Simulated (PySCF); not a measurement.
Job for PySCF: R-HF/STO-3G on AsH5S (a complex), monomers drawn apart or pushed together.

```python
from pyscf import gto, scf, dft, mp
from pyscf.data.elements import chemcore

mol = gto.M(
    atom='''
    S     0.59242906    0.25363794   -0.78131233
    H    -0.37094659    1.06903175   -0.32430636
    H    -0.25053208   -0.78790158   -0.86331370
    As   -0.42628066   -0.39729455    3.38977685
    H     0.12879878   -1.74941203    2.96108892
    H    -0.44931771   -0.80502760    4.86192130
    H     0.96660680    0.20511478    3.51075958
    ''',
    basis='sto-3g',
    charge=0, spin=0, verbose=3, max_memory=1800)
mf = scf.RHF(mol)
mf.conv_tol = 1e-8
mf.max_cycle = 100
mf.kernel()
if not mf.converged:
    mf = mf.newton().run(mf.mo_coeff, mf.mo_occ)
```

The log:

```
converged SCF energy = -2605.31932746542
```

Self-consistency was reached.

Cost: around 0.17 core-seconds (rough).
